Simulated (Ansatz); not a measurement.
```yaml
crystal:
  periodic: [false, false, false]
  atoms:
    - {symbol: N, position_ang: [-1.034811, 0.695694, -0.728423]}
    - {symbol: Si, position_ang: [0.441026, 0.018609, -0.282299]}
    - {symbol: N, position_ang: [0.306166, -0.747206, 1.211322]}
    - {symbol: F, position_ang: [0.861533, -0.895372, -1.515156]}
    - {symbol: F, position_ang: [1.664211, 1.023139, -0.118397]}
    - {symbol: H, position_ang: [-1.554908, 1.284316, -0.101069]}
    - {symbol: H, position_ang: [-1.269047, 0.855585, -1.693248]}
    - {symbol: H, position_ang: [-0.429942, -1.405039, 1.400927]}
    - {symbol: H, position_ang: [1.104274, -0.876025, 1.809443]}
basis:
  gaussian: {orbitals: "6-31G*"}
hamiltonian: {xc: {name: BHLYP}}
accuracy: high
output: {forces: true}
```

```sh
$ ansatz run in.yaml --threads 4 --pin off --events-out ev --progress --plain --max-ram 10444MiB
```

Shortened log:

```
Functional definition: BHLYP
1924 factors; integrals over basis functions are off by at most 3.0e-9 eV
mean field evaluation 1: about -16350.0602 eV, gradient 6.5e1 eV
mean field evaluation 2: about -16350.8759 eV, gradient 6.1e1 eV
mean field evaluation 4: about -16357.3499 eV, gradient 1.6e0 eV
mean field evaluation 8: about -16357.6946 eV, gradient 8.6e-2 eV
mean field evaluation 16: about -16357.6947 eV, gradient 1.0e-5 eV
mean field -16357.69474363 eV, -601.1341941846 hartree, gradient 4.6e-8 eV, S^2 0.000000; 0 other end points of the search recorded, 0 dependent functions left out
reference -16357.69476949 eV, -601.1341951351 hartree; 25, 25 occupied and 62, 62 virtual orbitals, 1924 factors
Total energy: -16357.69476949 eV, -601.1341951351 hartree
Atom 0 at    -1.034811     0.695694    -0.728423 Å, force    -0.199668     0.139918    -0.063632 eV/Å
Atom 1 at     0.441026     0.018609    -0.282299 Å, force     0.073041     0.004049    -0.047506 eV/Å
Atom 2 at     0.306166    -0.747206     1.211322 Å, force    -0.011507    -0.151558     0.201003 eV/Å
Atom 3 at     0.861533    -0.895372    -1.515156 Å, force     0.002991    -0.016123    -0.022748 eV/Å
Atom 4 at     1.664211     1.023139    -0.118397 Å, force     0.020689     0.017414     0.007337 eV/Å
Atom 5 at    -1.554908     1.284316    -0.101069 Å, force     0.081098    -0.102432    -0.105542 eV/Å
Atom 6 at    -1.269047     0.855585    -1.693248 Å, force     0.044131    -0.019418     0.162278 eV/Å
Atom 7 at    -0.429942    -1.405039     1.400927 Å, force     0.120987     0.113561    -0.025885 eV/Å
Atom 8 at     1.104274    -0.876025     1.809443 Å, force    -0.131762     0.014591    -0.105304 eV/Å
Dipole moment:    -0.438063    -0.024133     0.284891 e Å
```

Hardware: 4 threads of an AMD EPYC on a shared host. Wall time 16 s, peak host memory 0.31 GiB.
